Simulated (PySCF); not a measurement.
diglyme (C$_{6}$H$_{14}$O$_{3}$), singlet, geometry from GFN2-xTB; DF-PBE/6-31G in PySCF.

Here is a job for PySCF.
```python
from pyscf import gto, scf, dft

mol = gto.M(
    atom='''
C    -4.32018274    0.10369954   -0.27968204
O    -3.32739323    0.88011273    0.34633474
C    -2.03256097    0.72714712   -0.18116636
C    -1.36618584   -0.60355762    0.21708757
O    -0.07916902   -0.76777934   -0.32857044
C     0.92423032    0.03238711    0.25737989
C     2.27756247   -0.49578610   -0.20804157
O     3.28593317    0.31629622    0.34300580
C     4.57752733   -0.08497099   -0.03728386
H    -5.27128911    0.45139207    0.11948003
H    -4.20986180   -0.96368918   -0.06140571
H    -4.30709659    0.24760544   -1.36654269
H    -2.04487064    0.80671816   -1.27836767
H    -1.46048727    1.56340887    0.22841288
H    -1.94417526   -1.44216755   -0.17961612
H    -1.33928610   -0.67600091    1.31424203
H     0.86923954   -0.01770022    1.35356851
H     0.83128529    1.08347749   -0.04514543
H     2.31600329   -0.47472289   -1.30729183
H     2.39741675   -1.54037524    0.11607243
H     4.70502381   -0.03709573   -1.12587243
H     5.26978660    0.60484485    0.44071062
H     4.79100102   -1.10824617    0.29583295
''',
    basis='6-31g',
    verbose=4,
)

mf = dft.RKS(mol)
mf.xc = 'pbe'
mf = mf.density_fit(auxbasis='def2-universal-jkfit')
mf.kernel()
```

**Question.** Predict the main parts of the log of this PySCF run.

**Answer.** 
```
PySCF version 2.14.0

[INPUT] verbose = 4
[INPUT] num. atoms = 23
[INPUT] num. electrons = 74
[INPUT] charge = 0
[INPUT] spin (= nelec alpha-beta = 2S) = 0
[INPUT] symmetry False subgroup None
[INPUT] Mole.unit = angstrom
[INPUT] Symbol           X                Y                Z      unit          X                Y                Z       unit  Magmom
[INPUT]  1 C     -4.320182740000   0.103699540000  -0.279682040000 AA   -8.163962186673   0.195963729843  -0.528522457560 Bohr   0.0
[INPUT]  2 O     -3.327393230000   0.880112730000   0.346334740000 AA   -6.287861913432   1.663172018443   0.654477806022 Bohr   0.0
[INPUT]  3 C     -2.032560970000   0.727147120000  -0.181166360000 AA   -3.840983564780   1.374108909066  -0.342354803384 Bohr   0.0
[INPUT]  4 C     -1.366185840000  -0.603557620000   0.217087570000 AA   -2.581717072859  -1.140558602194   0.410236052347 Bohr   0.0
[INPUT]  5 O     -0.079169020000  -0.767779340000  -0.328570440000 AA   -0.149607765350  -1.450892676699  -0.620908144228 Bohr   0.0
[INPUT]  6 C      0.924230320000   0.032387110000   0.257379890000 AA    1.746542180819   0.061202767866   0.486377502071 Bohr   0.0
[INPUT]  7 C      2.277562470000  -0.495786100000  -0.208041570000 AA    4.303969299888  -0.936899945366  -0.393141589825 Bohr   0.0
[INPUT]  8 O      3.285933170000   0.316296220000   0.343005800000 AA    6.209513754924   0.597713230035   0.648187021137 Bohr   0.0
[INPUT]  9 C      4.577527330000  -0.084970990000  -0.037283860000 AA    8.650272981412  -0.160571899633  -0.070456284267 Bohr   0.0
[INPUT] 10 H     -5.271289110000   0.451392070000   0.119480030000 AA   -9.961292741302   0.853007387101   0.225784534055 Bohr   0.0
[INPUT] 11 H     -4.209861800000  -0.963689180000  -0.061405710000 AA   -7.955485824268  -1.821108619407  -0.116039974384 Bohr   0.0
[INPUT] 12 H     -4.307096590000   0.247605440000  -1.366542690000 AA   -8.139232947148   0.467906468552  -2.582391421626 Bohr   0.0
[INPUT] 13 H     -2.044870640000   0.806718160000  -1.278367670000 AA   -3.864245469764   1.524476382113  -2.415764782798 Bohr   0.0
[INPUT] 14 H     -1.460487270000   1.563408870000   0.228412880000 AA   -2.759920948714   2.954414585016   0.431637786523 Bohr   0.0
[INPUT] 15 H     -1.944175260000  -1.442167550000  -0.179616120000 AA   -3.673958779555  -2.725301695235  -0.339425274357 Bohr   0.0
[INPUT] 16 H     -1.339286100000  -0.676000910000   1.314242030000 AA   -2.530883931437  -1.277456579857   2.483557498092 Bohr   0.0
[INPUT] 17 H      0.869239540000  -0.017700220000   1.353568510000 AA    1.642624667243  -0.033448568145   2.557873774736 Bohr   0.0
[INPUT] 18 H      0.831285290000   1.083477490000  -0.045145430000 AA    1.570901529480   2.047475718231  -0.085312498476 Bohr   0.0
[INPUT] 19 H      2.316003290000  -0.474722890000  -1.307291830000 AA    4.376611921692  -0.897096247162  -2.470423523581 Bohr   0.0
[INPUT] 20 H      2.397416750000  -1.540375240000   0.116072430000 AA    4.530461063945  -2.910887332661   0.219345103313 Bohr   0.0
[INPUT] 21 H      4.705023810000  -0.037095730000  -1.125872430000 AA    8.891206410458  -0.070100770091  -2.127590543899 Bohr   0.0
[INPUT] 22 H      5.269786600000   0.604844850000   0.440710620000 AA    9.958453408903   1.142991114354   0.832822371987 Bohr   0.0
[INPUT] 23 H      4.791001020000  -1.108246170000   0.295832950000 AA    9.053679790312  -2.094281739898   0.559043254122 Bohr   0.0

nuclear repulsion = 471.311516021156
number of shells = 73
number of NR pGTOs = 254
number of NR cGTOs = 109
basis = 6-31g
ecp = {}

******** <class 'pyscf.df.df_jk.DFRKS'> ********
method = DFRKS
initial guess = minao
damping factor = 0
level_shift factor = 0
DIIS = <class 'pyscf.scf.diis.CDIIS'>
diis_start_cycle = 1
diis_space = 8
diis_damp = 0
SCF conv_tol = 1e-09
SCF conv_tol_grad = None
SCF max_cycles = 50
direct_scf = False
XC library pyscf.dft.libxc version 7.1.2
    S. Lehtola, C. Steigemann, M. J. T. Oliveira, and M. A. L. Marques,  SoftwareX 7, 1–5 (2018)
XC functionals = pbe
    J. P. Perdew, K. Burke, and M. Ernzerhof,  Phys. Rev. Lett. 77, 3865 (1996)
    J. P. Perdew, K. Burke, and M. Ernzerhof,  Phys. Rev. Lett. 78, 1396 (1997)
    J. P. Perdew, K. Burke, and M. Ernzerhof,  Phys. Rev. Lett. 77, 3865 (1996)
    J. P. Perdew, K. Burke, and M. Ernzerhof,  Phys. Rev. Lett. 78, 1396 (1997)
radial grids:
    Treutler-Ahlrichs [JCP 102, 346 (1995); DOI:10.1063/1.469408] (M4) radial grids

becke partition: Becke, JCP 88, 2547 (1988); DOI:10.1063/1.454033
pruning grids: <function nwchem_prune>
grids dens level: 3
symmetrized grids: False
atomic radii adjust function: <function treutler_atomic_radii_adjust>
small_rho_cutoff = 0
Set gradient conv threshold to 3.16228e-05
Initial guess from minao.
tot grids = 264272
init E= -462.743935769767
  HOMO = -0.307340015710745  LUMO = -0.0247877774873955  gap/eV = 7.68864
cycle= 1 E= -461.774867244215  delta_E= 0.969  |g|= 0.937  |ddm|= 4.27
  HOMO = -0.0477826096390039  LUMO = 0.084285272380358  gap/eV = 3.59375
cycle= 2 E= -461.274132512069  delta_E= 0.501  |g|= 1.85  |ddm|= 3.73
  HOMO = -0.184612321699744  LUMO = 0.0486907792182116  gap/eV = 6.34850
cycle= 3 E= -461.957284521386  delta_E= -0.683  |g|= 0.148  |ddm|= 2.67
  HOMO = -0.192942154611774  LUMO = 0.0383612799831399  gap/eV = 6.29409
cycle= 4 E= -461.961718010034  delta_E= -0.00443  |g|= 0.0647  |ddm|= 0.201
  HOMO = -0.188374512991286  LUMO = 0.0420716070896272  gap/eV = 6.27076
cycle= 5 E= -461.962650219002  delta_E= -0.000932  |g|= 0.0206  |ddm|= 0.0793
  HOMO = -0.18867890608923  LUMO = 0.0422575924818911  gap/eV = 6.28410
cycle= 6 E= -461.962724747416  delta_E= -7.45e-05  |g|= 0.00543  |ddm|= 0.0256
  HOMO = -0.188882866146858  LUMO = 0.0421098569081633  gap/eV = 6.28563
cycle= 7 E= -461.962731459266  delta_E= -6.71e-06  |g|= 0.000427  |ddm|= 0.00723
  HOMO = -0.188882493275917  LUMO = 0.0420938118269141  gap/eV = 6.28519
cycle= 8 E= -461.962731498841  delta_E= -3.96e-08  |g|= 0.000189  |ddm|= 0.000747
  HOMO = -0.188892970348518  LUMO = 0.0420943160800415  gap/eV = 6.28548
cycle= 9 E= -461.962731506334  delta_E= -7.49e-09  |g|= 5.63e-05  |ddm|= 0.000245
  HOMO = -0.188893075111991  LUMO = 0.0420934834375621  gap/eV = 6.28546
cycle= 10 E= -461.962731506931  delta_E= -5.97e-10  |g|= 2.02e-05  |ddm|= 7.04e-05
  HOMO = -0.188894834088609  LUMO = 0.0420926002595079  gap/eV = 6.28549
Extra cycle  E= -461.96273150674  delta_E= 1.91e-10  |g|= 3.69e-05  |ddm|= 5.25e-05
converged SCF energy = -461.96273150674
```
